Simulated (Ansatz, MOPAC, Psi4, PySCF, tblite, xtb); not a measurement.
Dimer CO ··· H2S (SMILES [C-]#[O+] and S), singlet at R = 2.92 Å between the centres of mass, closest contact 2.63 Å (lowest of the rigid-body minima from ten starts at GFN2-xTB). Geometry in Å and degrees:

```
S
H 1 1.3426
H 1 1.3426 2 92.55
C 1 2.6327 2 83.35 3 -82.97
O 4 1.1249 1 110.44 2 -131.47
```

- GFN2-xTB (tblite)
- SAPT0/jun-cc-pVDZ, frozen core (Psi4)
- revPBE/def2-TZVP, counterpoise-corrected (Psi4)
- revPBE-D3(BJ)/def2-TZVP, counterpoise-corrected (Psi4)
- PBE/def2-TZVP, counterpoise-corrected (Psi4)
- PBE-D3(BJ)/def2-TZVP, counterpoise-corrected (Psi4)
- wB97M-V/def2-TZVP, counterpoise-corrected (Psi4)
- RHF/aug-cc-pVTZ, counterpoise-corrected (Ansatz, an electronic-structure program)
- MP2/aug-cc-pVTZ = MP2 on RHF/aug-cc-pVTZ, frozen core, counterpoise-corrected run with Ansatz
- CCSD/aug-cc-pVTZ = CCSD on RHF/aug-cc-pVTZ, frozen core, counterpoise-corrected in Ansatz
- CCSD(T)/aug-cc-pVTZ = Ansatz with CCSD(T) on RHF/aug-cc-pVTZ, frozen core, counterpoise-corrected
- RHF/aug-cc-pVQZ, counterpoise-corrected (Ansatz)
- MP2/aug-cc-pVQZ = MP2 on RHF/aug-cc-pVQZ, frozen core, counterpoise-corrected run with Ansatz
- PM7, restricted, heats of formation (MOPAC)
- PM6, restricted, heats of formation (MOPAC)
- GFN1-xTB (xtb)
- RKS-B3LYP/6-31G* = PySCF 2.14.0 with restricted B3LYP/6-31G*, spherical d, no counterpoise correction
- RMP2/3-21G = PySCF with restricted MP2 (frozen core)/3-21G, no counterpoise correction
- RKS-B3LYP/3-21G = PySCF with restricted B3LYP/3-21G, no counterpoise correction
- RHF/LANL2DZ = PySCF 2.14.0 with restricted Hartree-Fock/LANL2DZ, with its core potentials past Ne, no counterpoise correction

What interaction energy does each level give?


```tsv
method	E_int / kcal/mol
PM6	-3.58
GFN2-xTB	-3.22
GFN1-xTB	-2.07
PM7	-1.10
PBE-D3(BJ)/def2-TZVP	4.88
RKS-B3LYP/3-21G	5.68
revPBE-D3(BJ)/def2-TZVP	5.85
PBE/def2-TZVP	5.96
wB97M-V/def2-TZVP	7.83
RKS-B3LYP/6-31G*	7.88
MP2/aug-cc-pVQZ	8.22
revPBE/def2-TZVP	8.43
MP2/aug-cc-pVTZ	8.66
SAPT0/jun-cc-pVDZ	8.66
CCSD(T)/aug-cc-pVTZ	8.90
CCSD/aug-cc-pVTZ	9.60
RMP2/3-21G	9.80
RHF/LANL2DZ	11.75
RHF/aug-cc-pVQZ	13.02
RHF/aug-cc-pVTZ	13.04
```
